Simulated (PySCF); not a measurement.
Gas-phase reaction: B(OH)3 + O2 + B2O = (HBO2)3

Method: PySCF energies (xtb for GFN2) plus ideal-gas RRHO corrections (1 bar). S°(298 K) at PBE0/def2-TZVP differs from the NASA 1993 table for B2O (+19 J/mol/K), (HBO2)3 (+10 J/mol/K); whether the harmonic model or the table's entry is off was not settled. † marks an energy on the PBE0/def2-TZVP geometry and frequencies; other levels use their own. MP2 freezes the core. 6-31G* has spherical d functions here. Open shells (unrestricted): O2 (multiplicity 3); the rest are closed-shell singlets. GFN2 has no spin-polarisation term. B3LYP is the form with VWN-RPA correlation. MP2 isn't extrapolated to the basis-set limit; its ΔH°(298 K) is -1479.4 kJ in def2-SVP and -1467.7 kJ in def2-TZVPP. The harmonic model lacks anharmonicity and excited electronic states, which grow with temperature; levels with a mode under 35 cm⁻¹ are left out. Strong static correlation: B2O. Internal rotation in B(OH)3, (HBO2)3 is treated as a harmonic vibration of one conformer, which makes the entropy rough. Soft modes under 120 cm⁻¹ make the harmonic entropy rough for B2O.

| level | ΔE electronic, kJ | ΔH°(298 K), kJ | ΔS°(298 K), J/K | ΔG°(1600 K), kJ |
|---|---|---|---|---|
| B3LYP/6-31G* | -1439 | -1411 | -352 | -852 |
| BLYP/def2-TZVP† | -1353 | -1325 | -364 | -746 |
| GFN2-xTB | -1661 | -1643 | -339 | -1113 |
| MP2/def2-SVP† | -1507 | -1479 | -364 | -901 |
| r2SCAN/def2-TZVP† | -1459 | -1431 | -364 | -853 |
ΔH° is lowest at GFN2-xTB and highest at BLYP/def2-TZVP†. No reference value is set beside these.
